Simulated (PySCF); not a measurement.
SMILES C[SiH2][SiH2][Si](Cl)(Cl)Cl (GFN2-xTB optimised geometry):

```
14

C      0.852    -2.361     0.311
Si    -0.657    -2.141     1.444
Si    -1.094     0.132     1.719
Si    -0.244     1.456     0.000
Cl     1.795     1.456     0.000
Cl    -0.802     3.409     0.000
Cl    -0.798     0.713    -1.821
H      1.731    -1.872     0.722
H      1.097    -3.409     0.169
H      0.669    -1.932    -0.671
H     -1.795    -2.858     0.851
H     -0.382    -2.805     2.726
H     -0.545     0.675     2.972
H     -2.533     0.424     1.810
```

Level of theory: PySCF with PBE/def2-TZVP.

### Question
What are the frontier orbital energies and the dipole moment?

### Answer
HOMO-2 -7.73 eV, HOMO-1 -7.60 eV, HOMO -7.25 eV, LUMO -1.90 eV, LUMO+1 -1.53 eV; dipole moment 1.65 D.

Meta-Löwdin charges at PBE/def2-TZVP: C1 -0.58, Si2 0.37, Si3 0.05, Si4 0.73, Cl5 -0.26, Cl6 -0.24, Cl7 -0.26, H8 0.14, H9 0.14, H10 0.14, H11 -0.07, H12 -0.07, H13 -0.04, H14 -0.04.
